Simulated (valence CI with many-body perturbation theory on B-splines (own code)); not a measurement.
## Level structure of Ne⁴⁺

Calculated by configuration interaction combined with many-body perturbation theory (CI+MBPT): four valence electrons over a frozen Dirac-Fock core [He], a basis of 11 s, 11 p, 10 d, 8 f, 5 g, 2 h functions for each j, with the one-electron correlation potential Σ1, the two-electron term Σ2, the three-electron term Σ3, Breit, model QED; selected CI, second order for the rest, scaled by the run's own slope (own B-spline code, finite nucleus).

Set against measurement, 36 paired levels are off by 134 cm⁻¹ on average, the worst by 368. These come from a selection out of NIST levels in Podobedova, Fuhr, Reader and Wiese, J. Phys. Chem. Ref. Data 33, 525 (2004). Levels without a partner in it may be off by more. Among the levels kept, up to 1600 cm⁻¹ of a level comes from second order outside the variational space, and about a tenth of that is noise between levels of different J, which matters for small intervals. 6 measured levels below the end of the list, from 690000 cm⁻¹ on, found no clear computed partner, and computed levels of the same name lie up to 10356 cm⁻¹ from them.

Levels 91 to 135 of 201, with energies above the lowest level, 2s2.2p2 3P_0. "Leading %" is the weight of the configuration and term that name the level; weights of strongly mixed levels are sums over their largest components and can fall short. In the jj column 3d3/2^4 stands for four electrons in 3d with j = 3/2. Lifetimes count E1, E2, E3, M1 and M2 decay at the calculated energies, and are blank where another channel may lead or the interval is too uncertain; long ones can be off by a factor of two.

```
No.  Configuration  Term  J  E (cm⁻¹)  Leading %    Second component                   Leading jj  Lifetime
 91      2s2.2p.4s   3P°  2    802260         91                             2s^2 2p3/2 4s (91 %)   77.5 ps
 92      2s2.2p.4s   1P°  1    805050         91                             2s^2 2p3/2 4s (76 %)   55.9 ps
 93      2s.2p2.3d    3F  2    805380         98                      2s 2p1/2 2p3/2 3d5/2 (46 %)   18.2 ps
 94      2s.2p2.3d    3F  3    805740         98                      2s 2p1/2 2p3/2 3d5/2 (40 %)   18.1 ps
 95      2s.2p2.3d    3F  4    806200         98                          2s 2p3/2^2 3d3/2 (34 %)   18.0 ps
 96      2s.2p2.3d    3D  1    815840         97                      2s 2p1/2 2p3/2 3d5/2 (61 %)   15.2 ps
 97      2s.2p2.3d    3D  2    815950         97                          2s 2p3/2^2 3d5/2 (33 %)   15.1 ps
 98      2s.2p2.3d    3D  3    816110         97                      2s 2p1/2 2p3/2 3d3/2 (34 %)   15.0 ps
 99      2s2.2p.4p    1P  1    816520         87    4 % 2s.2p2.3s 1P      2s^2 2p3/2 4p3/2 (35 %)    151 ps
100      2s2.2p.4p    3S  1    819260         72   19 % 2s.2p2.3s 3S      2s^2 2p3/2 4p3/2 (34 %)   87.4 ps
101      2s2.2p.4p    3D  1    819980         90                          2s^2 2p1/2 4p1/2 (61 %)    290 ps
102      2s2.2p.4p    3D  2    820340         92                          2s^2 2p1/2 4p3/2 (56 %)    310 ps
103      2s2.2p.4p    3D  3    821080         93                          2s^2 2p3/2 4p3/2 (93 %)    320 ps
104      2s2.2p.4p    3P  0    823620         91                          2s^2 2p1/2 4p1/2 (67 %)    287 ps
105      2s2.2p.4p    3P  1    823980         91                          2s^2 2p3/2 4p1/2 (55 %)    279 ps
106      2s.2p2.3p   3F°  2    824100         94                      2s 2p1/2 2p3/2 3p1/2 (58 %)    350 ps
107      2s.2p2.3p   3F°  3    824200         97                      2s 2p1/2 2p3/2 3p3/2 (35 %)    677 ps
108      2s.2p2.3p   3F°  4    824290         97                      2s 2p1/2 2p3/2 3p3/2 (64 %)    699 ps
109      2s2.2p.4p    3P  2    824390         90                          2s^2 2p3/2 4p3/2 (54 %)    289 ps
110      2s.2p2.3p   1D°  2    825010         88                      2s 2p1/2 2p3/2 3p3/2 (41 %)   22.0 ps
111      2s2.2p.4p    1D  2    828320         91                          2s^2 2p3/2 4p3/2 (37 %)    387 ps
112      2s.2p2.3p   1F°  3    829550         93                      2s 2p1/2 2p3/2 3p3/2 (49 %)   20.2 ps
113      2s.2p2.3p   3D°  1    829970         96                      2s 2p1/2 2p3/2 3p1/2 (33 %)    261 ps
114      2s.2p2.3p   3D°  2    829990         96                      2s 2p1/2 2p3/2 3p3/2 (41 %)    266 ps
115      2s.2p2.3p   3D°  3    830010         94                      2s 2p1/2 2p3/2 3p3/2 (49 %)    221 ps
116      2s2.2p.4p    1S  0    831930         87    6 % 2s.2p2.3s 1S      2s^2 2p3/2 4p3/2 (64 %)    209 ps
117      2s.2p2.3s    3S  1    833250         74   20 % 2s2.2p.4p 3S         2s 2p3/2^2 3s (48 %)   40.7 ps
118      2s.2p2.3p   1P°  1    834540         94                      2s 2p1/2 2p3/2 3p3/2 (44 %)   26.0 ps
119      2s2.2p.4d   3F°  2    837480         82  11 % 2s2.2p.4d 1D°      2s^2 2p1/2 4d3/2 (90 %)    199 ps
120      2s.2p2.3p   3P°  2    837970         79  11 % 2s2.2p.4d 3P°  2s 2p1/2 2p3/2 3p1/2 (28 %)    125 ps
121      2s2.2p.4d   3F°  3    838010         92                          2s^2 2p1/2 4d5/2 (54 %)    216 ps
122      2s.2p2.3p   3P°  1    838060         85   8 % 2s2.2p.4d 3P°  2s 2p1/2 2p3/2 3p3/2 (50 %)    152 ps
123      2s.2p2.3p   3P°  0    838080         86   7 % 2s2.2p.4d 3P°  2s 2p1/2 2p3/2 3p3/2 (59 %)    167 ps
124      2s2.2p.4d   3F°  4    838670         94                          2s^2 2p3/2 4d5/2 (94 %)    271 ps
125      2s2.2p.4d   1D°  2    838680         77  10 % 2s2.2p.4d 3F°      2s^2 2p3/2 4d5/2 (43 %)   79.1 ps
126      2s2.2p.4d   3D°  1    840720         89                          2s^2 2p1/2 4d3/2 (64 %)   19.1 ps
127      2s2.2p.4d   3D°  2    840910         82   8 % 2s2.2p.4d 3P°      2s^2 2p3/2 4d3/2 (48 %)   20.3 ps
128      2s2.2p.4d   3D°  3    841260         92                          2s^2 2p3/2 4d5/2 (64 %)   18.9 ps
129      2s2.2p.4d   3P°  2    842350         76  10 % 2s2.2p.4d 3D°      2s^2 2p3/2 4d5/2 (49 %)   33.4 ps
130      2s2.2p.4d   3P°  1    842580         82   6 % 2s.2p2.3p 3P°      2s^2 2p3/2 4d3/2 (65 %)   34.3 ps
131      2s2.2p.4d   3P°  0    842700         87   6 % 2s.2p2.3p 3P°      2s^2 2p3/2 4d3/2 (87 %)   35.4 ps
132      2s.2p2.3s    1S  0    843970         86    6 % 2s2.2p.4p 1S         2s 2p3/2^2 3s (52 %)   52.5 ps
133      2s2.2p.4f    1F  3    844400         70   18 % 2s2.2p.4f 3G      2s^2 2p1/2 4f5/2 (54 %)    116 ps
134      2s2.2p.4f    3F  3    844500         71   15 % 2s2.2p.4f 3G      2s^2 2p1/2 4f7/2 (50 %)   89.3 ps
135      2s2.2p.4f    3F  2    844520         85                          2s^2 2p1/2 4f5/2 (66 %)   84.6 ps
```

Where two levels of one J and parity lie close, their mixing, g and order are uncertain.
